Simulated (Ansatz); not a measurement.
Geometry optimisation, RKS r2SCAN-D4/def2-TZVP (Ansatz).

Input file:

```yaml
crystal:
  periodic: [false, false, false]
  atoms:
    - { symbol: Ge, position_ang: [0.0, 0.0, 0.0] }
    - { symbol: H, position_ang: [0.0, 0.0, 1.55] }
    - { symbol: H, position_ang: [1.4616, 0.0, -0.5162] }
    - { symbol: H, position_ang: [-0.73, 1.2648, -0.5162] }
    - { symbol: H, position_ang: [-0.73, -1.2648, -0.5162] }
basis:
  gaussian: { orbitals: def2-TZVP }
hamiltonian:
  xc: r2scan
  dispersion: d4
relax:
  f_tol: 0.02
  max_steps: 40
```

Launched with:

```bash
$ ansatz run input.yaml --threads 1 --pin off --max-ram 2048MiB --backend cpu --events-out ev --progress --plain --runs-dir out
```

Where does it end, and by what steps?

The forces met the threshold. After 2 steps the energy has fallen by 0.013 eV; H3 moved furthest, 0.02 Å.

| step | energy less start (eV) | largest force component (eV/Å) | accepted |
| --- | --- | --- | --- |
| 0 | 0.0000 | 0.330 | yes |
| 1 | -0.0125 | 0.037 | yes |
| 2 | -0.0126 | 0.000 | yes |

```xyz
5
Properties=species:S:1:pos:R:3
Ge 0.000 0.000 0.000
H 0.000 0.000 1.530
H 1.443 0.000 -0.510
H -0.721 1.249 -0.510
H -0.721 -1.249 -0.510
```

Whether the end is a true minimum wasn't checked by a vibrational analysis.

Run time: 6.8 s on 1 thread of Arm Neoverse V2 (shared host), peak memory 0.11 GiB.
